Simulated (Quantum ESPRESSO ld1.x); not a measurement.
Task: Species: Al+. Configuration: [Ne] 3d2 (not the ground configuration). Method: non-relativistic Kohn-Sham, LDA (Slater exchange, VWN5 correlation), spin-polarised, spherical densities, point nucleus; open shells are filled with parallel spins first; computed with ld1.x of Quantum ESPRESSO 7.5. Some entries of the table are withheld. Estimate them.

| orbital | occ. | eigenvalue (eV) | <1/r> (bohr^-1) |
|---|---|---|---|
| 1s down | 1 | -1519.20 | (1) |
| 1s up | 1 | -1519.19 | (2) |
| 2s up | 1 | (3) | 2.329 |
| 2s down | 1 | (4) | 2.331 |
| 2p up | 3 | (5) | 2.217 |
| 2p down | 3 | (6) | 2.221 |
| 3d up | 2 | -6.1073 | 0.3249 |
| 3d down | 0 | -4.5129 | 0.2955 |

Result: 
(1) 1s down <1/r> (bohr^-1): 12.53
(2) 1s up <1/r> (bohr^-1): 12.53
(3) 2s up eigenvalue (eV): -124.218
(4) 2s down eigenvalue (eV): -124.148
(5) 2p up eigenvalue (eV): -86.9501
(6) 2p down eigenvalue (eV): -86.8749
